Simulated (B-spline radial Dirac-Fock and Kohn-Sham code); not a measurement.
## Levels of muonic ⁷⁹Br

Nucleus: ⁷⁹Br, Gaussian distribution, rms radius 4.1629 fm (measured, Angeli and Marinova 2013).

Calculated with a radial B-spline solver, using the Dirac equation of a negative muon with reduced mass in the field of a spherical finite nucleus, with the Uehling potential to all orders; nuclear polarisation, deformation, hyperfine structure, self-energy, higher-order vacuum polarisation, relativistic recoil and electron screening are left out.

```csv
level,binding (keV),"point nucleus, no QED (keV)",vacuum polarisation (keV),⟨r⟩ (fm)
1s1/2,2929,3499,20.495,12.9
2s1/2,801.3,878.5,3.771,47.1
2p1/2,879.2,878.5,4.158,35.6
2p3/2,866.3,863.9,3.962,36.3
3s1/2,365.5,388.8,1.205,103.3
3p1/2,388.8,388.8,1.250,89.8
3p3/2,385.1,384.5,1.200,90.8
3d3/2,385.4,384.5,0.973,76.1
3d5/2,384.0,383.1,0.959,76.5
4d3/2,216.6,216.2,0.386,152.5
4d5/2,216.0,215.6,0.381,153.0
4f5/2,215.9,215.6,0.294,131.1
4f7/2,215.6,215.3,0.292,131.4
```

**Question.** By how much does the finite nuclear size lower the 1s binding energy?

**Answer.** By 590.8 keV, 16.88 % of the point-nucleus value (point value plus vacuum polarisation less the binding energy). The 1s orbit has ⟨r⟩ = 12.9 fm.
